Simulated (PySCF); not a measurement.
Isomers of C6H9N3.

All values: CAM-B3LYP/def2-SVPD (PySCF) at PBE0-D3(BJ)/def2-SVP geometries, gas phase, one conformer each. Core orbitals are frozen in the response; Δα² is half the sum of the squared differences of the principal polarisabilities.

(1) Rank by HOMO–LUMO gap, lowest first.
A. `[CH3:1][CH2:2][c:3]1[cH:4][c:5]([CH3:6])[n:7][n:8][n:9]1` with C1–C2–C3–C4 -115°
B. `[CH2:1]=[CH:2][n:3]1[cH:4][c:5]([CH2:6][CH3:7])[n:8][n:9]1` with C1–C2–N3–C4 0°, C4–C5–C6–C7 119°
C. `[CH3:1][CH2:2][CH2:3][c:4]1[n:5][cH:6][n:7][cH:8][n:9]1` with C1–C2–C3–C4 180°, C2–C3–C4–N5 -89°
D. `[CH2:1]=[CH:2][n:3]1[c:4]([CH3:5])[n:6][n:7][c:8]1[CH3:9]` with C1–C2–N3–C4 6°
E. `[CH2:1]=[CH:2][CH2:3][n:4]1[cH:5][c:6]([CH3:7])[n:8][n:9]1` with C1–C2–C3–N4 -124°, C2–C3–N4–C5 55°

## Answers

(1) A (7.83 eV), B (8.33 eV), D (8.64 eV), C (8.95 eV), E (9.13 eV).

All values together:

```tsv
SMILES	μ (D)	HOMO (eV)	LUMO (eV)	α (Å³)	Δα (Å³)	ΔSCF removal energy (eV)
CCCc1ncncn1	0.94	-9.32	-0.36	13.11	6.26	–
C=CCn1cc(C)nn1	4.59	-8.49	0.65	13.64	6.98	9.20
C=Cn1c(C)nnc1C	5.27	-8.51	0.13	13.67	7.54	9.16
C=Cn1cc(CC)nn1	3.88	-8.46	-0.13	14.14	9.31	9.13
CCc1cc(C)nnn1	5.28	-8.44	-0.61	13.45	6.79	9.18
```

Conformers: `[CH3:1][CH2:2][CH2:3][c:4]1[n:5][cH:6][n:7][cH:8][n:9]1` with C1–C2–C3–C4 180°, C2–C3–C4–N5 -89°; `[CH2:1]=[CH:2][CH2:3][n:4]1[cH:5][c:6]([CH3:7])[n:8][n:9]1` with C1–C2–C3–N4 -124°, C2–C3–N4–C5 55°; `[CH2:1]=[CH:2][n:3]1[c:4]([CH3:5])[n:6][n:7][c:8]1[CH3:9]` with C1–C2–N3–C4 6°; `[CH2:1]=[CH:2][n:3]1[cH:4][c:5]([CH2:6][CH3:7])[n:8][n:9]1` with C1–C2–N3–C4 0°, C4–C5–C6–C7 119°; `[CH3:1][CH2:2][c:3]1[cH:4][c:5]([CH3:6])[n:7][n:8][n:9]1` with C1–C2–C3–C4 -115°.

A dash marks a removal energy that wasn't run or isn't settled.
